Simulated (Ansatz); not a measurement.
Species: SiHCl2, charge 1, singlet. SiHCl2+ (parent SMILES Cl[SiH]Cl, singlet).
B3LYP-D3(BJ)/def2-TZVP minimum from Ansatz (a quantum-chemistry and plane-wave program):
```
Si
H 1 1.4620
Cl 1 1.9550 2 119.53
Cl 1 1.9550 2 119.53 3 180.00
```
Charge +1, spin multiplicity 1.

Total energies in aug-cc-pV(D+d)Z, 18 correlated electrons, 15 frozen orbitals. Open shells are spin-unrestricted; no spin-orbit coupling. Correlated methods leave the cores frozen. No relativity. The spin of HCl2Si+ (parent SMILES Cl[SiH]Cl, singlet) was assumed, and the state is the lowest solution found for it.

| method | program | energy (Eh) | minus CCSDT(Q) (mEh) |
|---|---|---|---|
| HF | Ansatz | -1208.31972 | 426.08 |
| MP2 | Ansatz | -1208.69436 | 51.45 |
| CCSD | Ansatz | -1208.72960 | 16.20 |
| CCSD(T) | Ansatz | -1208.74359 | 2.21 |
| CCSDT(Q) | Ansatz | -1208.74580 | 0.00 |

Rough core times of Ansatz's runs on a shared machine: CCSD(T) under 20 s, CCSDT(Q) 9 min.
